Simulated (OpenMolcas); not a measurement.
## Cu3+, Ag3+, Au3+: d⁸ down the group

- Program: OpenMolcas
- Method: SS-RASPT2, IPEA 0.25 Eh, imaginary shift 0.1 Eh
- Basis: ANO-RCC-VTZP
- Scalar Hamiltonian: DKH2, point nucleus
- Spin-orbit coupling: state interaction with AMFI integrals over the reference wave functions, term energies averaged over their components

Active space for each ion: 8 electrons in 9 orbitals (RAS2 d s; RAS3 p, at most 2 electrons); closed shells correlated by CASPT2: Cu3+ 3s 3p; Ag3+ 4s 4p; Au3+ 5s 5p.

Computed levels in cm-1 above ³F₄:

```
                               Level   Cu3+   Ag3+   Au3+
                                 ³F₃   1949   4180  13050
                                 ³P₂  19850  11900  18970
                                 ³P₁  20260  16100  22320
                                 ³P₀  20610  16330  18840
                                 ¹G₄  27040  21250  26910
                                 ¹S₀  61250  48130  56510
weight of ³F in the lowest level (%)    100     99     95
```

Mixed levels, with the weight of the term that names them: Ag3+ ³P₂ (55 %), Au3+ ³P₂ (50 %).

Measured, with the error of the calculation in %. Measured levels: Cu3+ from Sugar and Musgrove, J. Phys. Chem. Ref. Data 19, 527 (1990); Ag3+ from the list in Gamrath, thesis, University of Mons (2023); Au3+ from Zainab et al., Astrophys. J. Suppl. Ser. 267, 12 (2023).

```tsv
Level	Cu3+	Ag3+	Au3+
³F₃	1861 (+4.7)	4172 (+0.2)	12294 (+6.2)
³P₂	19697 (+0.8)		
³P₁	20097 (+0.8)	15900 (+1.3)	21490 (+3.9)
³P₀	20423 (+0.9)	16092 (+1.5)	18185 (+3.6)
¹G₄	26913 (+0.5)	20570 (+3.3)	25702 (+4.7)
¹S₀	61456 (-0.3)	47139 (+2.1)	55278 (+2.2)
```

The fine-structure level ³F₃ changes by a factor of 6.7 from Cu3+ to Au3+.

Without spin-orbit coupling ³P lies 18320, 11920, 9350 cm-1 above ³F in that order; the difference to the level ³P₂, of either sign, comes from spin-orbit coupling, which also lowers the zero.

CASPT2 does not keep the components of a term degenerate, so their means are used; among the terms shown or strongly mixed into the levels shown the widest spread is 660 cm-1 (5d⁸ ¹G, Au3+). Some high roots are left out of the spin-orbit mixing, which shifts the levels that they would mix with. Terms from blocks run as CI alone lack orbitals of their own. Measured partners are found by configuration, term and J. A level has none where our copy of the source lacks it or the pairing is in doubt (some pairs that miss far off the trend of their configuration count as doubtful), and it then counts in no deviation. Only configurations of the active space appear.
